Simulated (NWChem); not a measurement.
# C₂H₅BO₂; SMILES BOC(C)=O

```xyz
10

B     -0.0700    -1.9996    -0.1334
H      0.9826    -2.1177    -0.6796
H     -0.7821    -2.9161     0.1441
O     -0.5647    -0.7610     0.1818
C      0.1742     0.4093     0.0367
C     -0.7406     1.5983    -0.0910
O      1.3747     0.4282     0.0543
H     -0.1507     2.5096    -0.1928
H     -1.3855     1.6645     0.7919
H     -1.3964     1.4745    -0.9596
```
Atoms are numbered in this order, from 1.

Program: NWChem. Medium grid unless said otherwise, to which SCAN and Minnesota functionals are sensitive. Coordinates come from a B3LYP/6-31G* (spherical d) optimisation. Hybrids' shares of exact exchange are those that their runs print; pure functionals count as 0. The functionals differ in more than this share.

```csv
row,share of exact exchange,orbital gap (eV)
PBE/def2-SVP,0.00,4.37
RPBE/def2-SVP,0.00,4.40
B3LYP/def2-SVP,0.20,6.63
r2SCAN0/def2-SVP,0.25,withheld
PW6B95/def2-SVP,0.28,7.33
```

### Question
Fit a straight line of the last column on the one before it, predict the withheld value, and compare with the run.

### Answer

1. Means of the 4 shown rows: x = 0.120, y = 5.682. Slope Σ(x − x̄)(y − ȳ)/Σ(x − x̄)² = 0.6508/0.06080 = 10.70; intercept 4.398.
2. The shown rows scatter about the line by 0.058 (root mean square); the largest residual is +0.09, at B3LYP/def2-SVP.
3. At x = 0.25 (r2SCAN0/def2-SVP; inside the shown range) the line gives 7.07.
4. The run gives 7.63, +0.56 from the line, 9.7 times the scatter.
